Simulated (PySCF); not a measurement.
## H₂PtO, singlet: structure and spectrum

Level of theory: PBE0/[Pt def2-TZVP with ECP60, O def2-TZVP, H def2-TZVP], scalar-relativistic core potentials, density fitting, no spin–orbit coupling, PySCF.

The structure is a minimum.

```json
{
 "Point group": "Cs",
 "Bond lengths": "Pt–H 1.539 Å (×2), Pt–O 1.737 Å",
 "Bond angles": "H–Pt–H 84.7°, H–Pt–O 118.1° (×2)",
 "Highest occupied level": "-7.56 eV",
 "Zero-point energy": "45.0 kJ/mol",
 "Dipole moment": "3.11 D",
 "Atomisation energy without zero-point energy": "896 kJ/mol",
 "Entropy at 298.15 K and 1 bar": "267.8 J/(mol K)",
 "Enthalpy at 298.15 K above 0 K": "11.26 kJ/mol",
 "Rotational symmetry number": "1",
 "Principal quadrupole moments (Buckingham, traceless) about the centre of mass": "-3.44, 1.58, 1.86 D Å",
 "Principal polarisabilities": "32.9, 35.2, 47.9 bohr³",
 "Lowest empty level": "-3.84 eV",
 "Rotational constants": "4.621, 0.3542, 0.3493 cm⁻¹",
 "Heat capacity Cp at 298.15 K": "47.9 J/(mol K)"
}
```

Harmonic modes (masses in u: Pt 194.965, O 15.995, H 1.008):
| symmetry | ω (cm⁻¹) | IR (km/mol) | μ (u) | type |
| --- | --- | --- | --- | --- |
| a'' | 541 | 0.9 | 1.07 | bend |
| a' | 615 | 45.1 | 1.13 | bend |
| a' | 708 | 13.7 | 1.02 | bend |
| a' | 887 | 48.8 | 9.48 | mixed |
| a'' | 2375 | 0.0 | 1.01 | stretch |
| a' | 2395 | 29.3 | 1.01 | stretch |

Charges (e):
| atom | Mulliken | Löwdin | polar tensor | Mayer order to Pt1 |
| --- | --- | --- | --- | --- |
| Pt1 | 0.41 | 0.41 | 0.56 | – |
| O2 | -0.49 | -0.39 | -0.52 | 1.69 |
| H3,4 | 0.04 | -0.01 | -0.02 | 0.90 |

Mulliken populations on Pt1 (electrons outside its core potential): s 2.93, p 6.38, d 8.25, f 0.03.

Stability towards spin polarisation was not tested. Other isomers or separated fragments may lie lower. With an element this heavy the missing spin–orbit coupling can shift these numbers.

The final relaxation and frequency run took 52 s on 2 threads of a shared Intel Xeon Platinum 8259CL @ 2.50GHz (Skylake/Cascade Lake) host, with 83 basis functions and 15 gradients; the process peaked at 0.98 GiB. Launch command: `OMP_NUM_THREADS=2 python axn.py task.json out`.
